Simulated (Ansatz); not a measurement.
Si(GeH3)(H)2(OH) (GeH6OSi), SMILES O[SiH2][GeH3].

Geometry optimised at ωB97X-D3(BJ)/def2-SVP. One conformer was computed; it need not be the lowest.

Two levels are set side by side: PBE/def2-SVPD (Ansatz, an electronic-structure program) and CAM-B3LYP/def2-SVPD (Ansatz). Energy differences of separate SCF runs at the same geometry; the states with an electron removed or added have multiplicity 2 and 2. Differences are taken from unrounded values.

```csv
quantity,CAM-B3LYP,PBE,PBE minus CAM-B3LYP
vertical ionisation energy (eV),10.07,9.64,-0.44
vertical singlet–triplet gap (eV),5.84,5.18,-0.66
```
